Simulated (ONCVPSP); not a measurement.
# indium (In), ONCV: configuration errors across variants

| Property | Result |
| --- | --- |
| Element | In |
| Generator | ONCVPSP 4.0.1 |
| Type | optimised norm-conserving Vanderbilt (ONCV) |
| Functional | PBEsol |
| Relativity | fully relativistic |
| Frozen core | [Kr] |
| Valence charge | 13 |
| Reference configuration | 4d10 5s2 5p1 |
| Partial waves | 5s: rc 2.15 bohr, ncon 4, nbas 8, qcut 3.1 1/bohr, 3 projectors, debl 1.2 Ha; 5p: rc 2.15 bohr, ncon 4, nbas 7, qcut 3.1 1/bohr, 2 projectors, debl 2.1 Ha; 4d: rc 1.40 bohr, ncon 3, nbas 8, qcut 13.1 1/bohr, 2 projectors, debl 1.2 Ha |
| Local potential | polynomial inside 1.20 bohr (lpopt 3, dvloc0 1 Ha) |
| Core correction | polynomial model core, fcfact 0.6 |

Open shells are filled in proportion to 2j + 1.

All-electron excitation energies from the reference (eV): (1) 4d10 5s2 5p0 5.372; (2) 4d10 5s1 5p0 24.651; (3) 4d10 5s2 5p0.5 1.946.

3 further variants failed, have other tests or another functional or relativity, and are left out.

A true bound ghost makes a file unfit for plane-wave use even where its test errors are small: the radial tests pick states by their node count and pass the ghost by.

Errors AE − PS in meV (a dash: test not solved or not reliable):

```tsv
change	(1)	(2)	(3)	bound ghosts	GHOST(+) flags above zero
base	-1.4	-15	-0.2	none	s, p3/2, p1/2
p: nproj 1	–	–	–	p3/2, p1/2	s
s: rc 3.12	-1.5	-36	-0.3	none	s, p3/2, p1/2
local potential polynomial inside 1.25 bohr (lpopt 5, dvloc0 -1 Ha)	-1.4	-15	-0.2	s	s, p3/2, p1/2
s: nbas 7	-1.3	-15	-0.2	none	s, p3/2, p1/2
core correction none	-1.1	-3.6	-0.2	none	s, p3/2, p1/2
s: qcut 3.4; p: qcut 3.4; d: qcut 14.3	-1.3	-15	-0.2	none	s, p3/2, p1/2
s: debl 0.55	-1.4	-15	-0.2	s	s, p3/2, p1/2
local potential polynomial inside 1.20 bohr (lpopt 3, dvloc0 0 Ha)	-1.3	-15	-0.2	none	s, p3/2, p1/2
```

**Question.** Give the same row for: p: qcut 2.4.

**Answer.** -1.3, -15, -0.2; bound ghosts: none; GHOST(+) flags above zero: s, p3/2, p1/2.
